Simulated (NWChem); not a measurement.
System: AlH₃SO₂; SMILES [OH][Al]([OH])[SH]

```xyz
7

Al     0.0674     0.4585     0.0000
O     -1.2018     1.5822     0.0000
H     -2.1422     1.4029     0.0000
O      1.6771     0.9895     0.0000
H      1.9462     1.9094     0.0000
S     -0.2586    -1.6936     0.0000
H      1.0708    -1.9394     0.0000
```
Atoms are numbered in this order, from 1.

Results from NWChem. Pople sets run with spherical d functions. Structure relaxed at the PBE0/def2-SVP level. Atomic charges in e: unrestrained fits to the electrostatic potential beside Mulliken populations; buried atoms are poorly determined by the fit.

For level B3LYP/def2-SVP:

- ESP Al1 = 1.00
- Mulliken Al1 = 0.76
- ESP O2 = -0.77
- Mulliken O2 = -0.46
- ESP O4 = -0.81
- Mulliken O4 = -0.46
- Mulliken S6 = -0.30

What are these values for level Hartree-Fock/6-31G*?

The ESP Al1 is 1.26. The Mulliken Al1 is 1.23. The ESP O2 comes out as -0.91 and the Mulliken O2 is -0.95. The ESP O4 comes out as -0.95 and the Mulliken O4 is -0.95. The Mulliken S6 is -0.41.
